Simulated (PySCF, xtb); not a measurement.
C3H7ClSi, SMILES Cl[SiH2]C1CC1. The values are those of a single conformer.

Harmonic wavenumbers (cm⁻¹) from xtb with GFN2-xTB at its own minimum, in rising order: 32, 119, 249, 266, 485, 508, 575, 676, 712, 782, 809, 847, 957, 1003, 1028, 1071, 1074, 1105, 1157, 1245, 1348, 1449, 1490, 2250, 2273, 3022, 3083, 3085, 3087, 3102.

What does PBE-D3(BJ)/def2-SVP run with PySCF give at its own minimum? (Estimate from the structure and the level; the computed values follow.)

55, 116, 222, 278, 525, 555, 646, 694, 771, 794, 844, 886, 912, 923, 998, 1020, 1031, 1074, 1136, 1183, 1271, 1392, 1436, 2162, 2176, 3055, 3059, 3082, 3144, 3154. Paired by order, the mean absolute difference is 43 cm⁻¹ and the zero-point energies are 55.6 and 55.2 kcal/mol.
